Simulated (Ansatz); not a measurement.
Consider the redistribution: `C[S][Al]([F])[Cl]` + `[CH3][Sc]([F])[Cl]` → `C[S][Al]([CH3])[Cl]` + `[F][Sc]([F])[Cl]`.

Calculated with Ansatz (gas phase, PBE0-D4/def2-TZVP geometries, no zero-point term in ΔE). CCSD(T)/CBS is the MP2 limit (def2-TZVPP, def2-QZVPP) plus CCSD(T) − MP2 in def2-TZVPP, frozen cores. Functionals use def2-TZVPP. For Sc outer-core shells are correlated without core-valence functions, which leaves a few kJ/mol of doubt a bond. Scalar relativity is left out up to krypton. Each species was taken in one conformer, which may not be the lowest.

(1) Is it downhill or uphill in electronic energy at CCSD(T)/CBS, and by how much? (An estimate is asked.)

(2) What do these levels give: BLYP-D4, PBE-QIDH, PBE0, BHLYP, CCSD/def2-TZVPP, SCS-MP2/def2-QZVPP? (An estimate is asked.)

(3) What do rigid-rotor, harmonic-oscillator terms from PBE0-D4/def2-TZVP frequencies (298.15 K, 1 bar) make of the CCSD(T)/CBS value? (An estimate is asked.)

Largest T1 diagnostic among the species: 0.016.

Results:

(1) Ansatz gave: Downhill: ΔE = -0.67 eV.

(2) Computed: BLYP-D4 -0.84, PBE-QIDH -0.79, PBE0 -0.81, BHLYP -0.72, CCSD/def2-TZVPP -0.71, SCS-MP2/def2-QZVPP -0.69 eV.

(3) Ansatz gave: ΔZPE = +0.04 eV, ΔH = -0.64 eV, ΔS = -25 J/(mol·K), ΔG = -0.56 eV. Modes under 50 cm⁻¹ make the entropy rough.

From r2SCAN to r2SCAN0 (25 % exact exchange), in def2-TZVPP and without D4, ΔE moves by +0.05 eV. At CCSD(T), def2-SVP lies −0.25 eV from the extrapolated value and def2-TZVPP −0.08 eV.
